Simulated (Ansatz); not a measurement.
Single points on CuPNH₅⁺, that is Cu(PH3)(NH2) with one electron fewer.

```yaml
crystal:
  periodic: [false, false, false]
  atoms:
    - {symbol: Cu, position_ang: [0.006921, 0.096748, -0.537763]}
    - {symbol: P, position_ang: [0.001095, 0.020777, 1.600321]}
    - {symbol: H, position_ang: [-1.119633, -0.564529, 2.252903]}
    - {symbol: H, position_ang: [0.094939, 1.179042, 2.428720]}
    - {symbol: H, position_ang: [1.006174, -0.740623, 2.259726]}
    - {symbol: N, position_ang: [0.009020, 0.267909, -2.355388]}
    - {symbol: H, position_ang: [0.817739, -0.146350, -2.824545]}
    - {symbol: H, position_ang: [-0.816265, -0.112983, -2.823974]}
basis:
  gaussian: {orbitals: def2-TZVP, initial_orbitals: start.molden}
total_charge: 1
magnetization: {spin_polarized: true, initial_magnetization: 1}
hamiltonian: {xc: pbe0, dispersion: d4}
scf: {omitted_lower_state_checks: [starts]}
output: {orbitals: {seedname: orbitals}}
```

The file start.molden holds the orbitals of an earlier run on this structure, at another level or in another basis.

```sh
$ ansatz run in.yaml --threads 4 --pin off --events-out ev --progress --plain --max-ram 3916MiB
```

Output, abridged:

```
Functional definition: PBE0
1199 factors; their error is unknown
mean field evaluation 1: about -55480.8899 eV, gradient 8.9e1 eV
mean field evaluation 2: about -55482.9774 eV, gradient 3.2e0 eV
mean field evaluation 4: about -55483.1074 eV, gradient 2.6e-1 eV
mean field evaluation 8: about -55483.1076 eV, gradient 3.8e-5 eV
mean field -55483.10758130 eV, -2038.9665958118 hartree, gradient 3.8e-5 eV, S^2 0.755891; 0 other end points of the search recorded, 0 dependent functions left out
reference -55483.10761976 eV, -2038.9665972249 hartree; 28, 27 occupied and 115, 116 virtual orbitals, 1199 factors
Total energy: -55483.20620932 eV, -2038.9702203248 hartree
Checks for a lower state left out: starts
```

It took 4.5 s on 4 threads of Arm Neoverse N1 on a shared host.

As the first input, with `hamiltonian: {xc: r2scan, dispersion: d4}` (abridged; 7.5 s):

```
Functional definition: r2SCAN
mean field -55493.40990968 eV, -2039.3451993964 hartree, gradient 3.7e-5 eV, S^2 0.756678
Total energy: -55493.43712142 eV, -2039.3461994094 hartree
Checks for a lower state left out: starts
```

First input, but with `hamiltonian: {xc: pbe, dispersion: d4}` (abridged; 3.3 s):

```
Functional definition: PBE
mean field -55482.38151852 eV, -2038.9399134966 hartree, gradient 1.5e-5 eV, S^2 0.753145
Total energy: -55482.49804794 eV, -2038.9441958740 hartree
Checks for a lower state left out: starts
```

The first input with `hamiltonian: {xc: {name: LC-wPBE, parameters: {omega: 0.1/bohr}}}` (abridged; 5.5 s):

```
Functional definition: LC-wPBE
mean field -55483.77338506 eV, -2038.9910636487 hartree, gradient 1.1e-5 eV, S^2 0.753348
Total energy: -55483.77338522 eV, -2038.9910636546 hartree
Checks for a lower state left out: starts
```

First input, but with `hamiltonian: {xc: {name: LC-wPBE, parameters: {omega: 0.3/bohr}}}` (abridged; 4.4 s):

```
Functional definition: LC-wPBE
mean field -55485.17509378 eV, -2039.0425754940 hartree, gradient 4.1e-5 eV, S^2 0.755716
Total energy: -55485.17509380 eV, -2039.0425754946 hartree
Checks for a lower state left out: starts
```

As the first input, with `hamiltonian: {xc: {name: LC-wPBE, parameters: {omega: 0.2/bohr}}}` (abridged; 4.3 s):

```
Functional definition: LC-wPBE
mean field -55484.44169020 eV, -2039.0156234095 hartree, gradient 3.5e-5 eV, S^2 0.754224
Total energy: -55484.44169024 eV, -2039.0156234108 hartree
Checks for a lower state left out: starts
```

As the first input, with `hamiltonian: {xc: {name: LC-wPBE, parameters: {omega: 0.15/bohr}}}` (abridged; 4.3 s):

```
Functional definition: LC-wPBE
mean field -55484.08389324 eV, -2039.0024746138 hartree, gradient 1.5e-5 eV, S^2 0.753672
Total energy: -55484.08389331 eV, -2039.0024746161 hartree
Checks for a lower state left out: starts
```

Geometry: PBE-D4/def2-TZVP, that of the neutral singlet.
